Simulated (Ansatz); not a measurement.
W(SH)F5 (HWSF₅). Total charge 0; singlet. Geometry PBE-D4/def2-SVP.

Cartesian coordinates in Å:
```
W 0.214 -0.073 0.373
S -1.714 0.106 -1.021
H -1.093 0.438 -2.186
F 1.901 -0.138 1.216
F -1.039 -0.491 1.680
F 1.113 0.382 -1.201
F 0.161 1.688 1.004
F 0.456 -1.913 0.135
```

In the def2 sets W takes a core potential; there is no spin–orbit coupling.

Question: Estimate the orbital energies around the gap (eV) in Ansatz with PBE-D4/def2-TZVPD, r2SCAN-D4/def2-TZVP, r2SCANh-D4/def2-TZVP, PBE0-D4/def2-SVP, PBE0-D4/def2-TZVP.

Answer: 
```tsv
orbital	PBE-D4/def2-TZVPD	r2SCAN-D4/def2-TZVP	r2SCANh-D4/def2-TZVP	PBE0-D4/def2-SVP	PBE0-D4/def2-TZVP
HOMO−13	-12.66	-13.18	-14.00	-14.88	-14.84
HOMO−12	-12.45	-12.97	-13.76	-14.58	-14.57
HOMO−11	-11.63	-12.16	-12.94	-13.65	-13.73
HOMO−10	-11.58	-12.11	-12.89	-13.60	-13.66
HOMO−9	-11.47	-12.02	-12.81	-13.53	-13.61
HOMO−8	-11.02	-11.53	-12.29	-13.04	-13.05
HOMO−7	-10.98	-11.52	-12.28	-13.03	-13.03
HOMO−6	-10.88	-11.42	-12.19	-12.95	-12.97
HOMO−5	-10.72	-11.23	-11.94	-12.66	-12.66
HOMO−4	-10.41	-10.94	-11.71	-12.48	-12.48
HOMO−3	-10.33	-10.84	-11.50	-12.18	-12.19
HOMO−2	-10.12	-10.64	-11.42	-12.16	-12.12
HOMO−1	-8.46	-8.86	-9.40	-9.97	-9.94
HOMO	-7.66	-8.00	-8.48	-9.01	-8.96
LUMO	-5.32	-5.38	-5.16	-4.88	-4.75
LUMO+1	-5.04	-5.15	-4.97	-4.68	-4.60
LUMO+2	-4.97	-5.03	-4.79	-4.51	-4.38
LUMO+3	-1.52	-1.38	-1.14	-0.71	-0.76
LUMO+4	-1.14	-0.55	-0.26	0.07	-0.08
LUMO+5	-0.35	-0.03	0.25	0.59	0.60
```
